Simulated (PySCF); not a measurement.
# A computed series [M(NH3)]3+

Computed with PySCF 2.14.0, PBE, def2-SVP on the ligands, density fitting, scalar-relativistic core potentials, no spin-orbit coupling, vacuum. Each member is relaxed from one template within its symmetry. Distances are means of the shortest metal–ligand contacts, charges and spins Mulliken's; removal energies are rigid, with the ligand's formal charge and no counterpoise, so too large; for an anion taken off a cation in vacuum most of it is the attraction of opposite charges, and multiply charged cations can part far more cheaply with an electron moved from ligand to metal. lcecp potentials hold a fixed number of 4f electrons in the core, out of states, spins and gaps.

Q: Order these by the M–NH3 distance, lowest first.
A. Dy, lcecp-1-SVP with ECP55
B. Er, lcecp-1-SVP with ECP57
C. La, lcecp-1-SVP with ECP46
D. Pr, lcecp-1-SVP with ECP48

A: B (2.290), A (2.319), D (2.438), C (2.486).

Q: What else do they give?

A: 
| metal | basis on the metal | point group | M–NH3 (Å) | charge on M (e) | removal of one NH3 (eV) | strongest infrared band, degenerate modes summed (cm⁻¹) | unstable modes (below −25 cm⁻¹) |
| --- | --- | --- | --- | --- | --- | --- | --- |
| La | lcecp-1-SVP with ECP46 | C3v | 2.486 | 2.48 | 5.14 | – | not given |
| Pr | lcecp-1-SVP with ECP48 | C3v | 2.438 | 2.46 | 5.39 | – | 0 |
| Dy | lcecp-1-SVP with ECP55 | C3v | 2.319 | 2.41 | 6.04 | 3156 | 0 |
| Er | lcecp-1-SVP with ECP57 | C3v | 2.290 | 2.40 | 6.21 | – | 0 |

From La to Er the M–NH3 distance shrinks by 0.20 Å, the lanthanide contraction, and the energy to remove one NH3 rises by 1.07 eV.

One start shape was tried for each, so a minimum needn't be the lowest isomer.
